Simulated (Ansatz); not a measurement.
Relaxation of H9NOSi2 (13 atoms, charge 0, multiplicity 1), to a largest force component of 0.03 eV/Å in at most 50 steps.

The calculation used RKS PBE-D4/def2-mTZVP in Ansatz 0.2.0.

```xyz
13
Properties=species:S:1:pos:R:3:forces:R:3
Si -0.560 0.905 0.376 0.64 0.41 0.59
O 1.004 1.217 1.064 -0.89 -0.22 -0.38
H -0.680 1.531 -0.980 0.02 -0.03 0.00
H -1.545 1.640 1.252 0.00 -0.03 0.00
Si -1.210 -1.353 0.412 0.00 -0.04 0.02
H 2.003 -0.098 -0.492 -0.01 -0.02 0.07
N 1.762 -0.073 -1.482 0.27 -0.08 -0.18
H 0.933 1.676 1.922 -0.01 -0.03 -0.05
H -2.539 -1.489 -0.275 0.01 0.02 0.00
H -0.238 -2.271 -0.266 -0.01 0.00 0.00
H -1.373 -1.800 1.834 0.01 0.00 -0.01
H 1.023 -0.748 -1.673 -0.03 -0.04 0.00
H 1.421 0.863 -1.690 -0.02 0.06 -0.06
```

Problem. Where does it end, and by what steps?

Solution. The forces met the threshold. After 20 steps the energy has fallen by 0.137 eV; H13 moved furthest, 0.84 Å.

| step | energy less start (eV) | largest force component (eV/Å) | accepted |
| --- | --- | --- | --- |
| 0 | 0.0000 | 0.886 | yes |
| 1 | -0.0635 | 0.730 | yes |
| 2 | -0.0838 | 0.541 | yes |
| 3 | -0.0968 | 0.382 | yes |
| 4 | -0.0555 | 0.615 | no |
| 5 | -0.1110 | 0.118 | yes |
| 6 | -0.1155 | 0.063 | yes |
| 7 | -0.1179 | 0.175 | yes |
| 8 | -0.1208 | 0.113 | yes |
| 9 | -0.1236 | 0.049 | yes |
| 10 | -0.1213 | 0.707 | no |
| 11 | -0.1267 | 0.086 | yes |
| 12 | -0.1256 | 0.709 | no |
| 13 | -0.1293 | 0.070 | yes |
| 14 | -0.1313 | 0.165 | yes |
| 15 | -0.1326 | 0.345 | yes |
| 16 | -0.1342 | 0.228 | yes |
| 17 | -0.1359 | 0.103 | yes |
| 18 | -0.1364 | 0.066 | yes |
| 19 | -0.1370 | 0.032 | yes |
| 20 | -0.1372 | 0.026 | yes |

```xyz
13
Properties=species:S:1:pos:R:3
Si -0.836 1.016 0.534
O 0.762 1.298 1.000
H -0.937 1.608 -0.835
H -1.790 1.740 1.444
Si -1.390 -1.274 0.504
H 1.980 0.436 -0.686
N 2.231 -0.061 -1.549
H 0.978 1.080 1.924
H -2.818 -1.454 0.078
H -0.508 -2.032 -0.443
H -1.229 -1.870 1.872
H 1.737 -0.958 -1.521
H 1.820 0.472 -2.321
```

Whether the end is a true minimum wasn't checked by a vibrational analysis.

The run took 44 s on 4 threads of Arm Neoverse N1, on a shared host, peak memory 0.16 GiB.
